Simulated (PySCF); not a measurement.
# Structure elucidation problem

The spectra below were simulated for a compound C₅H₉BO₂.

$^{1}$H NMR (500 MHz, computed): δ 6.24 (d of quint, J = 2.3, 1.2 Hz, 1H), 5.50 (dd, J = 1.8, 1.0 Hz, 1H), 5.48 (sext of d, J = 1.9, 1.0 Hz, 1H), 5.40 (td, J = 1.8, 1.1 Hz, 1H), 3.95 (br s, 2H), 1.88 (t, J = 1.6 Hz, 3H).

$^{13}$C{$^{1}$H} NMR (computed): δ 156.8 (C), 150.5 (C), 129.8 (CH2), 127.3 (CH2), 22.6 (CH3).

Computational details: geometry: PBE0-D3(BJ)/def2-SVP, B3LYP/pcJ-1 coupling constants (spin–dipole term only in couplings to heteroatoms), GIAO B3LYP/pcSseg-1 shieldings, in PySCF 2.14.0 with density-fitted response routines (isolated molecule, relativity neglected, a single conformation, rapidly exchanging positions averaged).

Shifts are taken against calculated references (same method and geometry level): $^{1}$H (σ = 31.38 ppm), $^{13}$C (σ = 179.24 ppm) against TMS.

Deduce the structure.

Results:


- 5 carbon signals for 5 carbons: no two carbons are equivalent.
- Carbon types of the structure: 2 × C, 2 × CH2, 1 × CH3, leaving 2 H on heteroatoms.
- δC 156.8, 150.5: fully substituted alkene carbon; as expected for a trigonal carbon in a double bond.
- δC 129.8, 127.3: terminal =CH2 carbon; as expected for a trigonal carbon in a double bond.
- δC 22.6: allylic methyl carbon; a saturated carbon with 1 carbon neighbour and no heteroatom attached.
- δH 6.24, 5.50, 5.48, 5.40: hydrogen on a terminal =CH2 carbon; attached to an sp2 carbon and in the plane of the double bond.
- δH 3.95: hydrogen on an oxygen bonded to B; exchangeable, gas-phase position.
- δH 1.88: hydrogen on an allylic methyl carbon; allylic position.

Structure: `C=C(C)C(=C)B(O)O`.

This is the structure that produced the data.

OH and NH positions are those of a molecule without intermolecular hydrogen bonds; in solution they move with solvent, concentration and temperature, and exchange usually removes their couplings. A carbon bonded to boron is broadened by the quadrupolar boron nucleus and is often missing from a measured spectrum. Multiplet labels drop couplings under 1 Hz and merge nearly equal ones. Shifts are as computed. Against solution values, carbons near 30 ppm lie about +2 ppm off and those near 130 ppm about +6 ppm. Of 1313 compounds with measured shifts, 239 miss one by over three times the rms of a fit or turn the order of signals round; such compounds aren't used in these exercises.
